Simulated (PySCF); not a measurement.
Zero-point energy and free energy from harmonic frequencies

System: F$_{2}$ (SMILES FF), singlet, at the geometry optimised at the base level. Level: PBE0/6-31G*, frequencies (PySCF). Sums are taken with unrounded values, so a last digit can differ.

Electronic energy -199.308513 Eh; harmonic frequencies (cm⁻¹, unscaled): 1097. At 298.15 K and 1 atm the ideal-gas enthalpy is -199.302685 Eh and the entropy 48.27 cal/(mol K).

**Question.** Work out the zero-point energy, the thermal part of the enthalpy and the Gibbs energy.

**Answer.** The frequencies add up to 1097 cm⁻¹; half of that over 219474.6 cm⁻¹/Eh is 0.00250 Eh = 1.57 kcal/mol (the program: 1.57). H - E - ZPE = 2.09 kcal/mol comes from translation, rotation, pV and thermally filled vibrations (RT = 0.592 kcal/mol). TS = 298.15 × 48.27/1000 = 14.39 kcal/mol = 0.02293 Eh, so G = H - TS = -199.32562 Eh.
